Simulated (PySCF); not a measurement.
**Radial density of Ti⁺ (titanium, charge +1)**

UHF, [Ar] 3d2 4s1, high-spin 4F determinant. Calculation: PySCF 2.14, in x2c-TZVPPall with one added diffuse shell each of s, p, d, f type (7s6p5d3f1g, 80 functions); scalar relativity by spin-free X2C-1e.

```
r (bohr)  4πr²ρ (e/bohr)  4πr²(ρα − ρβ)
 0.00132          0.1936         0.0001
 0.00222          0.4959         0.0002
 0.00374           1.252         0.0005
 0.00629           3.034         0.0012
  0.0106           6.847         0.0027
  0.0178           13.67         0.0052
  0.0299           22.27         0.0075
  0.0503           26.13         0.0052
  0.0847           21.06        -0.0019
   0.142           21.65         0.0130
   0.240           27.95         0.0946
   0.403           13.64         0.3872
   0.678           8.801         1.0955
    1.14           8.402         1.2666
    1.92           1.861         0.8150
    3.23          0.4702         0.4554
    5.43         0.06219         0.0622
    9.13       0.0005134         0.0005
```

Densities and radii are taken from the X2C orbitals without a picture-change correction, which distorts them close to the nucleus.
